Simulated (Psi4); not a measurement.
C$_{2}$H$_{6}$Cl$_{2}$Si, charge +1, doublet, at a GFN2-xTB geometry (a state made from the parent by changing its charge; the spin is typed, not shown lowest); MP2/STO-3G (Psi4).

Input for Psi4:
```
memory 2 GB

molecule mol {
1 2
C     1.283261   -1.618523   -0.182693
Si   -0.012446   -0.164703    0.028780
C    -1.500518   -1.256528    0.685078
Cl    0.592757    1.105828    1.440244
Cl   -0.461648    0.629193   -1.743421
H     0.915584   -2.347456   -0.897582
H     2.200611   -1.169917   -0.553674
H     1.468960   -2.097307    0.773277
H    -2.332876   -0.580396    0.859523
H    -1.778363   -1.997143   -0.057813
H    -1.224987   -1.746994    1.613045
}

set {
  basis sto-3g
  reference uhf
  freeze_core true
  mp2_type conv
  scf_type pk
  puream true
  d_convergence 1e-8
}

energy('mp2')
print_variables()
```

The log (banner, timings and long lists left out):

```
   => Loading Basis Set <=

    Name: STO-3G
    Role: ORBITAL
    Keyword: BASIS

         ---------------------------------------------------------
                                   SCF
               by Justin Turney, Rob Parrish, Andy Simmonett
                          and Daniel G. A. Smith
                              UHF Reference
         ---------------------------------------------------------

  ==> Geometry <==

    Molecular point group: c1
    Full point group: C1

    Geometry (in Angstrom), charge = 1, multiplicity = 2:

       Center              X                  Y                   Z               Mass
    ------------   -----------------  -----------------  -----------------  -----------------
         C            1.276442560359    -1.708754850586    -0.166925849088    12.000000000000
         SI          -0.019264439641    -0.254934850586     0.044547150912    27.976926534650
         C           -1.507336439641    -1.346759850586     0.700845150912    12.000000000000
         CL           0.585938560359     1.015596149414     1.456011150912    34.968852682000
         CL          -0.468466439641     0.538961149414    -1.727653849088    34.968852682000
         H            0.908765560359    -2.437687850586    -0.881814849088     1.007825032230
         H            2.193792560359    -1.260148850586    -0.537906849088     1.007825032230
         H            1.462141560359    -2.187538850586     0.789044150912     1.007825032230
         H           -2.339694439641    -0.670627850586     0.875290150912     1.007825032230
         H           -1.785181439641    -2.087374850586    -0.042045849088     1.007825032230
         H           -1.231805439641    -1.837225850586     1.628812150912     1.007825032230

  Running in c1 symmetry.

  Rotational constants: A =      0.08590  B =      0.06123  C =      0.05131 [cm^-1]
  Rotational constants: A =   2575.35854  B =   1835.73218  C =   1538.15377 [MHz]
  Nuclear repulsion =  363.601220377740447

  Charge       = 1
  Multiplicity = 2
  Electrons    = 65
  Nalpha       = 33
  Nbeta        = 32

  ==> Algorithm <==

  SCF Algorithm Type is PK.
  DIIS enabled.
  MOM disabled.
  Fractional occupation disabled.
  Guess Type is SAD.
  Energy threshold   = 1.00e-08
  Density threshold  = 1.00e-08
  Integral threshold = 1.00e-12

  ==> Primary Basis <==

  Basis Set: STO-3G
    Blend: STO-3G
    Number of shells: 27
    Number of basis functions: 43
    Number of Cartesian functions: 43
    Spherical Harmonics?: true
    Max angular momentum: 1

  ==> Integral Setup <==

  Using in-core PK algorithm.
   Calculation information:
      Number of atoms:                  11
      Number of AO shells:              27
      Number of primitives:             81
      Number of atomic orbitals:        43
      Number of basis functions:        43

      Integral cutoff                 1.00e-12
      Number of threads:                 1

  Performing in-core PK
  Using 895862 doubles for integral storage.
  We computed 59119 shell quartets total.
  Whereas there are 71631 unique shell quartets.

  ==> DiskJK: Disk-Based J/K Matrices <==

    J tasked:                  Yes
    K tasked:                  Yes
    wK tasked:                  No
    Schwarz Cutoff:          1E-12

  Minimum eigenvalue in the overlap matrix is 2.3130311227E-01.
  Reciprocal condition number of the overlap matrix is 9.8866510102E-02.
    Using symmetric orthogonalization.

  ==> Pre-Iterations <==

  SCF Guess: Superposition of Atomic Densities via on-the-fly atomic UHF (no occupation information).

   -------------------------
    Irrep   Nso     Nmo
   -------------------------
     A         43      43
   -------------------------
    Total      43      43
   -------------------------

  ==> Iterations <==

                        Total Energy        Delta E     RMS |[F,P]|

   @UHF iter SAD: -1270.03726632587086   -1.27004e+03   0.00000e+00
[...]
  @UHF Final Energy: -1272.87730025345536
    Total Energy =                      -1272.8773002534553598
  DIE_IF_NOT_CONVERGED          => (empty)
[...]
  ORTH_TYPE                     => (empty)
  OS_SCALE                      => (empty)
  PARENT_SYMMETRY               => (empty)
  PCG_BETA_TYPE                 => (empty)
  PCG_CONVERGENCE               => (empty)
  PCG_MAXITER                   => (empty)
  PCM                           => (empty)
  PE                            => (empty)
  PRINT                         => (empty)
  PRINT_NOONS                   => (empty)
  PROPERTIES                    => (empty)
  PROPERTIES_ORIGIN             => (empty)
  PUREAM                        => TRUE            !
  QC_MODULE                     => (empty)
  RAS1                          => (empty)
  RAS2                          => (empty)
  RAS3                          => (empty)
  RAS4                          => (empty)
  RELATIVISTIC                  => (empty)
  RELAXED                       => (empty)
  REMP_A                        => (empty)
  RESTRICTED_DOCC               => (empty)
  RESTRICTED_UOCC               => (empty)
  RMS_MOGRAD_CONVERGENCE        => (empty)
  R_CONVERGENCE                 => (empty)
  SCF_TYPE                      => PK              !
  SCREENING                     => (empty)
  SCS_TYPE                      => (empty)
  SOCC                          => (empty)
  SOS_TYPE                      => (empty)
  SPIN_SCALE_TYPE               => NONE            !
  SS_SCALE                      => (empty)
  SYMMETRIZE                    => (empty)
  TPDM_ABCD_TYPE                => (empty)
  WFN                           => (empty)
  WFN_TYPE                      => OMP2            !
  WRITER_FILE_LABEL             => (empty)
  ZORA_BASIS_TOLERANCE          => (empty)
  ZORA_NR_DEBUG                 => (empty)
  ZORA_PRUNING_SCHEME           => (empty)
  ZORA_RADIAL_POINTS            => (empty)
  ZORA_SPHERICAL_POINTS         => (empty)

 ==============================================================================
 ==============================================================================
 ==============================================================================

                             MP2
                    Program Written by Ugur Bozkaya,
              Additional Contributions by J. P. Misiewicz

 ==============================================================================
 ==============================================================================
 ==============================================================================

	MO spaces per irreps...

	IRREP   FC   AOCC  BOCC  AVIR    BVIR  FV
	==========================================
	   A    17    16    15    10     11     0
	==========================================

	Computing MP2 energy using SCF MOs (Canonical MP2)...
	==============================================================================
	Nuclear Repulsion Energy (a.u.)    :   363.60122037774045
	SCF Energy (a.u.)                  : -1272.87730025345536
	REF Energy (a.u.)                  : -1272.87730025345536
	Alpha-Alpha Contribution (a.u.)    :    -0.00850915376399
	Alpha-Beta Contribution (a.u.)     :    -0.13356226917260
	Beta-Beta Contribution (a.u.)      :    -0.01388789382908
	Scaled_SS Correlation Energy (a.u.):    -0.00746568253102
	Scaled_OS Correlation Energy (a.u.):    -0.16027472300712
	SCS-MP2 Total Energy (a.u.)        : -1273.04504065899346
	SOS-MP2 Total Energy (a.u.)        : -1273.03757497646257
	SCSN-MP2 Total Energy (a.u.)       : -1272.91671905721932
	SCS-MP2-VDW Total Energy (a.u.)    : -1273.05945848179294
	SOS-PI-MP2 Total Energy (a.u.)     : -1273.06428743029710
	MP2 Correlation Energy (a.u.)      :    -0.15595931676567
	MP2 Total Energy (a.u.)            : -1273.03325957022093
	==============================================================================

  Variable Map:
  ----------------------------------------------------------------------------
[...]
  Array Variable Map:
  ----------------------------------------------------------------------------
[...]
[...]
```
